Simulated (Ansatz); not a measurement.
Consider the redistribution: `C[SiH2][BH][ZnH]` + `C[NH][ZnH]` → `C[SiH2][NH][ZnH]` + `C[BH][ZnH]`.

Gas-phase electronic energies from Ansatz, PBE0-D4/def2-TZVP geometries. CBS: MP2 limit from def2 TZ/QZ plus the TZ coupled-cluster correction, frozen cores. DFT in def2-TZVPP. B3LYP here is the variant with VWN-RPA as its local correlation; programs differ in this. For Zn outer-core shells are correlated without core-valence functions, which leaves a few kJ/mol of doubt a bond. Scalar relativity is left out up to krypton. One conformer a species, not always the lowest.

| level | ΔE (kcal/mol) | difference from CCSD(T)/CBS |
| --- | --- | --- |
| PBE-D4 | -37.1 | 4.2 |
| r2SCAN-D4 | -40.9 | 0.4 |
| B3LYP-D4 | -40.3 | 1.0 |
| ωB97X-V | -39.9 | 1.4 |
| ωB97M-V | -42.0 | -0.7 |
| B2PLYP | -41.2 | 0.1 |
| PBE | -36.8 | 4.5 |
| PBE0 | -38.5 | 2.8 |
| B3LYP | -39.7 | 1.6 |
| HF/def2-TZVPP | -42.2 | -0.9 |
| MP2/def2-TZVPP | -43.5 | -2.2 |
| SCS-MP2/def2-TZVPP | -42.4 | -1.1 |
| CCSD/def2-TZVPP | -40.9 | 0.4 |
| MP2/def2-QZVPP | -43.9 | -2.6 |
| SCS-MP2/def2-QZVPP | -42.8 | -1.5 |
| MP2/CBS(def2) | -44.0 | -2.7 |
| CCSD(T)/CBS | -41.3 | 0 |

Largest T1 diagnostic among the species: 0.015.

From PBE to PBE0 (25 % exact exchange), in def2-TZVPP and without D4, ΔE moves by −1.7 kcal/mol.
